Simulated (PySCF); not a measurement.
## [Hg(OH)3]−: from a saddle point downhill

PySCF 2.14.0, RKS PBE0, Hg def2-SVP with ECP60, O def2-SVP, H def2-SVP; non-relativistic Hamiltonian with scalar-relativistic core potentials where named; density fitting; no spin-orbit coupling. Relaxed within the symmetry of its start, the geometry (C3v) is

```xyz
7

Hg    0.0000    0.0000    0.0128
O     2.1599    0.0000   -0.1053
H     2.4437    0.0000    0.8164
O    -1.0800    1.8706   -0.1053
H    -1.2219    2.1163    0.8164
O    -1.0800   -1.8706   -0.1053
H    -1.2218   -2.1163    0.8164
```

and its lowest harmonic modes are -298, -261, -256, 41, 54, 116 cm⁻¹ (negative: unstable). It was moved along the lowest mode and relaxed again.

Task: Where does it end, and how much lower?

Result: In C1, 0.409 eV lower, after 47 steps:
```xyz
7

Hg    0.3938    0.4418    0.3420
O     2.2328   -0.4577    0.3693
H     2.8715    0.2526    0.2476
O    -1.2123    1.7094    0.3073
H    -1.8351    0.9613    0.2823
O    -1.3429   -1.0158    0.3822
H    -1.1079   -1.9346    0.2154
```

Task: How do the contacts change?

Result: 
```json
{"contact": "Hg1–O2 (OH)", "saddle (Å)": "2.163", "end (Å)": "2.047"}
{"contact": "Hg1–O4 (OH)", "saddle (Å)": "2.163", "end (Å)": "2.046"}
{"contact": "Hg1–O6 (OH)", "saddle (Å)": "2.163", "end (Å)": "2.268"}
```


Task: Is the end a minimum?

Result: No, 1 of the modes stay unstable (below −25 cm⁻¹); lowest modes -148, 119, 134, 151, 176, 356 cm⁻¹.

State: singlet.
